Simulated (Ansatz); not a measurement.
Consider the redistribution: `N[SiH2][NH][GeH2][NH2]` + `C[SiH](N)CN` → `C[SiH](N)[GeH2][NH2]` + `NCN[SiH2]N`.

Gas-phase electronic energies from Ansatz, PBE0-D4/def2-TZVP geometries. CCSD(T)/CBS is the MP2 limit (def2-TZVPP, def2-QZVPP) plus CCSD(T) − MP2 in def2-TZVPP, frozen cores. Functionals use def2-TZVPP. B3LYP here is the variant with VWN-RPA as its local correlation; programs differ in this. For Ge outer-core shells are correlated without core-valence functions, which leaves a few kJ/mol of doubt a bond. Scalar relativity is left out up to krypton. Each species was taken in one conformer, which may not be the lowest.

```csv
level,ΔE (kcal/mol),difference from CCSD(T)/CBS
PBE-D4,11.0,-5.0
r2SCAN-D4,14.3,-1.7
PBE0-D4,12.5,-3.5
B3LYP-D4,13.8,-2.2
ωB97X-V,14.9,-1.1
ωB97M-V,15.7,-0.3
B2PLYP,15.3,-0.7
PBE,10.7,-5.3
r2SCAN,14.2,-1.8
PBE0,12.3,-3.7
B3LYP,13.4,-2.6
HF/def2-TZVPP,17.8,1.8
MP2/def2-TZVPP,17.7,1.7
SCS-MP2/def2-TZVPP,17.6,1.6
CCSD/def2-TZVPP,16.4,0.4
CCSD(T)/def2-TZVPP,16.2,0.2
HF/def2-QZVPP,18.1,2.1
MP2/def2-QZVPP,17.7,1.7
SCS-MP2/def2-QZVPP,17.7,1.7
HF/CBS(def2),18.2,2.2
MP2/CBS(def2),17.5,1.5
CCSD/CBS(def2),16.2,0.2
CCSD(T)/CBS,16.0,0
```

Largest T1 diagnostic among the species: 0.011.

From PBE to PBE0 (25 % exact exchange), in def2-TZVPP and without D4, ΔE moves by +1.7 kcal/mol.
